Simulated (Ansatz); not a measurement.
`C[CH](F)[SnH2][F]` + `BN` → `[NH2][SnH2][F]` + `BC(C)F`  (redistribution)

Calculated with Ansatz (gas phase, PBE0-D4/def2-TZVP geometries, no zero-point term in ΔE). CCSD(T)/CBS is the MP2 limit (def2-TZVPP, def2-QZVPP) plus CCSD(T) − MP2 in def2-TZVPP, frozen cores. This one scheme is used for every species. Functionals use def2-TZVPP. Elements past krypton have def2 core potentials. For Sn outer-core shells are correlated without core-valence functions, which leaves a few kJ/mol of doubt a bond. Each species was taken in one conformer, which may not be the lowest.

CCSD(T)/CBS gives +26.3 kcal/mol.

Another level gave +28.3 kcal/mol. Which?
A. SCS-MP2/def2-TZVPP
B. HF/def2-TZVPP
C. PBE/def2-TZVPP
D. r2SCAN-D4/def2-TZVPP

C. PBE 28.3, r2SCAN-D4 27.3, SCS-MP2/def2-TZVPP 25.7, HF/def2-TZVPP 22.3 kcal/mol.

Largest T1 diagnostic among the species: 0.013.

From PBE to PBE0 (25 % exact exchange), in def2-TZVPP and without D4, ΔE moves by −1.1 kcal/mol. In def2-TZVPP, CCSD(T) changes the Hartree–Fock value by +4.2 kcal/mol (the triples alone add +0.7 kcal/mol) and MP2 by +4.3 kcal/mol.
